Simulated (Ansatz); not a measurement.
Wavefunction ladder for C2H8AlClSi (`C[CH]([AlH2])[SiH2]Cl`)

Cartesian coordinates in Å:
```
C 0.341 -1.599 -0.240
C -0.355 -0.372 0.364
Al -1.174 0.827 -1.029
Si 0.770 0.875 1.092
Cl 0.766 2.382 -0.441
H -0.372 -2.244 -0.759
H 1.093 -1.311 -0.981
H 0.846 -2.212 0.513
H -1.112 -0.654 1.103
H -2.412 1.726 -0.604
H -0.871 0.458 -2.544
H 0.274 1.595 2.288
H 2.206 0.531 1.238
```

Charge 0, multiplicity 1. All single points use the PBE0-D4/def2-TZVP geometry. It is one conformer, not always the lowest. Frozen core, restricted reference, Ansatz. CBS rows extrapolate triple and quadruple zeta; past MP2 they add the triple-zeta difference.

```
     basis      HF (Eh)  MP2 corr.
def2-TZVPP  -1070.85012   -0.75404
def2-QZVPP  -1070.88288   -0.81121
```

Q: Estimate the CCSD correlation energy and the (T) correction in each basis where they were run (hartree).

A: 
```csv
basis,CCSD corr.,(T)
def2-TZVPP,-0.82049,-0.03302
CBS(def2),-0.92000,as TZ
```
